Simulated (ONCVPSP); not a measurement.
## Transferability test, ONCV potential for zinc (Zn)

zinc, optimised norm-conserving Vanderbilt (ONCV), made with ONCVPSP 4.0.1 (LDA (Perdew-Wang 92), scalar-relativistic). Core [Ne], reference 3s2 3p6 3d10 (charge +2). Waves: 3s: rc 0.70 bohr, ncon 3, nbas 7, qcut 8.8 1/bohr, 2 projectors, debl 2.5 Ha; 3p: rc 1.05 bohr, ncon 4, nbas 8, qcut 10.7 1/bohr, 1 projector; 3d: rc 0.70 bohr, ncon 4, nbas 8, qcut 17.7 1/bohr, local. Local part: the d channel. Core correction: Teter function, fcfact 3, rcfact 1.2.

In the s channel the program set the typed energies aside and used -5.498, 0.250 Ha.

Energies are relative to the spin-unpolarised reference configuration 3s2 3p6 3d10; without spin polarisation the order of configurations can differ from experiment.

```csv
valence configuration,charge,ΔE all-electron (eV),error AE − PS (meV)
3s2 3p6 3d10 4s2,0,-28.947,+2.6
3s2 3p6 3d10 4s1,+1,-18.763,+1.3
```

(1) What are ΔE and the potential's error for 3s2 3p6 3d10 4s1 4p1?

(2) What are ΔE and the potential's error for 3s2 3p6 3d9?

Answers

(1) ΔE = -23.764 eV all-electron; the error (AE − PS) is +8.3 meV.

(2) ΔE = 40.896 eV all-electron; the error (AE − PS) is -3.7 meV.
